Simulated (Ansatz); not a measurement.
`C=C[SiH](S)Cl` and `C=C[SiH](O)Cl` differ in one element.

Ansatz, PBE0-D4/def2-TZVP geometries, multiplicity 1. Each molecule was computed in one conformer, which needn't be the lowest.

```
                                          property  `C=C[SiH](S)Cl`
             LUMO energy (ωB97M-V/def2-TZVPP) / eV             1.08
    zero-point energy (PBE0-D4/def2-TZVP) / kJ/mol            165.9
                LUMO energy (PBE0/def2-TZVPP) / eV            -1.00
size of the dipole moment (ωB97M-V/def2-TZVPP) / D             1.99
                 LUMO energy (PBE/def2-TZVPP) / eV            -1.98
           HOMO–LUMO gap (ωB97M-V/def2-TZVPP) / eV            11.10
```

Give the same properties after the change, and the shifts. (An estimate is asked.)

Computed: 
```json
{"property": "LUMO energy (ωB97M-V/def2-TZVPP) / eV", "`C=C[SiH](O)Cl`": "1.24", "shift": "0.16"}
{"property": "zero-point energy (PBE0-D4/def2-TZVP) / kJ/mol", "`C=C[SiH](O)Cl`": "177.5", "shift": "11.6"}
{"property": "LUMO energy (PBE0/def2-TZVPP) / eV", "`C=C[SiH](O)Cl`": "-0.86", "shift": "0.14"}
{"property": "size of the dipole moment (ωB97M-V/def2-TZVPP) / D", "`C=C[SiH](O)Cl`": "2.05", "shift": "0.06"}
{"property": "LUMO energy (PBE/def2-TZVPP) / eV", "`C=C[SiH](O)Cl`": "-1.84", "shift": "0.14"}
{"property": "HOMO–LUMO gap (ωB97M-V/def2-TZVPP) / eV", "`C=C[SiH](O)Cl`": "11.86", "shift": "0.76"}
```

With PBE0 the HOMO falls by 0.55 eV and the LUMO rises by 0.14 eV, so the gap widens by about 0.69 eV. PBE moves the HOMO by -0.64 eV and ωB97M-V by -0.61 eV. Dipoles are sizes alone; their direction can turn.

Positive LUMOs are unbound, so they and the gaps depend on the basis.
